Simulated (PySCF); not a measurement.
## Atomic charges by several schemes

CH14ClNSi5.
Cartesian coordinates in Å at the GFN2-xTB level; atoms count from 1:
```
atom  x, y, z in Å
Si1   -2.9328   -0.9041   -0.7722
C2    -1.3233    0.0597   -0.4518
Si3   -1.4500    1.2769    0.9941
Cl4   -1.7002    0.2619    2.7150
Si5    0.1545   -1.1295   -0.3033
N6     1.6328   -0.2273   -0.0936
Si7    2.4706   -0.3135    1.4327
Si8    2.1090    0.8944   -1.3361
H9    -3.2421   -1.7850    0.3531
H10   -4.0374    0.0423   -0.9688
H11   -2.7852   -1.7095   -1.9869
H12   -1.1382    0.6704   -1.3399
H13   -0.2595    2.1124    1.1508
H14   -2.6209    2.1453    0.8370
H15    0.2904   -1.9153   -1.5374
H16    0.0051   -2.0237    0.8450
H17    3.7129    0.4414    1.2879
H18    1.6477    0.2696    2.4956
H19    2.7454   -1.7237    1.7096
H20    3.5690    0.9330   -1.3736
H21    1.5675    0.4099   -2.6062
H22    1.5743    2.2339   -1.0518
```

Density: PBE0/pcSseg-1 (PySCF); schemes: Mulliken, IAO, Hirshfeld and ESP-fitted. Isolated species at its GFN2-xTB geometry (one conformer only).

Q: Tabulate the Mulliken, IAO, Hirshfeld and ESP-fitted charges.

A: In e; atoms taken as equivalent share a row and are averaged (×n: the atom named and its like, n in all):

| atom | environment | Mulliken | IAO | Hirshfeld | ESP-fitted |
| --- | --- | --- | --- | --- | --- |
| Si1 | SiH3 silicon | +0.489 | +0.594 | +0.302 | +0.323 |
| C2 | sp3 carbon bound to silicon | -1.128 | -0.955 | -0.284 | -0.452 |
| Si3 | chlorine-bound silicon | +0.675 | +0.797 | +0.336 | +0.280 |
| Cl4 | silicon-bound chlorine | -0.320 | -0.313 | -0.103 | -0.167 |
| Si5 | SiH2 silicon | +0.767 | +0.868 | +0.351 | +0.416 |
| N6 | nitrogen bridging silicon atoms | -1.087 | -1.034 | -0.345 | -0.484 |
| Si7/Si8 | SiH3 silicon | +0.629 | +0.738 | +0.345 | +0.470 |
| H9/H10/H11 | Si–H hydrogen | -0.058 | -0.111 | -0.075 | -0.074 |
| H12 | methine hydrogen | +0.215 | +0.172 | +0.045 | +0.196 |
| H13 | Si–H hydrogen | -0.037 | -0.119 | -0.072 | -0.029 |
| H14 | Si–H hydrogen | -0.045 | -0.121 | -0.076 | -0.044 |
| H15 | Si–H hydrogen | -0.040 | -0.129 | -0.079 | -0.088 |
| H16 | Si–H hydrogen | -0.036 | -0.119 | -0.073 | -0.059 |
| H17 (×6) | Si–H hydrogen | -0.090 | -0.131 | -0.078 | -0.102 |

Mean size of the charges over all atoms: IAO 0.355 e, Mulliken 0.309 e, ESP-fitted 0.196 e, Hirshfeld 0.157 e. Each set sums to the total charge, 0, to within 0.001 e. The IAO scheme projects the occupied orbitals on a minimal set of polarised atomic orbitals and counts the electrons in each atom's part of it. The Hirshfeld scheme divides the density at each point in proportion to the densities of the neutral, spherically averaged free atoms.

Some averages cover members that differ in this geometry: H17 (×6), IAO -0.146 to -0.121; H17 (×6), Mulliken -0.106 to -0.080 e.

Lowest charge. The schemes don't all agree: Mulliken C2 (-1.128); IAO N6 (-1.034); Hirshfeld N6 (-0.345); ESP-fitted N6 (-0.484).

Highest charge. The schemes don't all agree: Mulliken Si5 (+0.767); IAO Si5 (+0.868); Hirshfeld Si5 (+0.351); ESP-fitted Si7/Si8 (+0.470).

Q: How many electrons does the Mulliken scheme count on Si7?

A: Its own charge is +0.640 e, so Z − q = 13.360.

Q: Sum the charges by element, for elements with more than one atom.

A: 
```
element  atoms  Mulliken     IAO  Hirshfeld  ESP-fitted
     Si      5    +3.188  +3.736     +1.679      +1.959
      H     14    -0.653  -1.435     -0.947      -0.856
```
